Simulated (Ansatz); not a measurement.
Mulliken charges of CH2BClOS, SMILES `OB(Cl)C=S` from r2SCAN/def2-TZVPP in Ansatz (PBE0-D4/def2-TZVP geometry).

```csv
atom,x (Å),y (Å),z (Å),charge (e)
O1,-0.196,0.016,1.563,-0.253
B2,0.133,-0.565,0.407,0.304
Cl3,0.665,-2.235,0.388,-0.149
C4,0.048,0.242,-0.951,-0.072
S5,-0.440,1.779,-0.956,-0.142
H6,-0.467,0.935,1.394,0.208
H7,0.318,-0.241,-1.891,0.104
```

Task: By hand: the dipole of these point charges (1 e Å = 4.8032 D).

Result: Σ q r = (-0.014, 0.057, -0.032) e Å, of length 0.067 e Å = 0.32 D.

Task: How does the dipole of the full density compare? (Estimate.)

Result: The calculation gave: (-0.024, 0.143, -0.173) e Å, 1.08 D; the point charges give 0.30 times that, at 22° from its direction.

Point charges leave out the atoms' own dipoles, such as those of lone pairs, and Mulliken's split depends on the basis, so the two needn't agree.
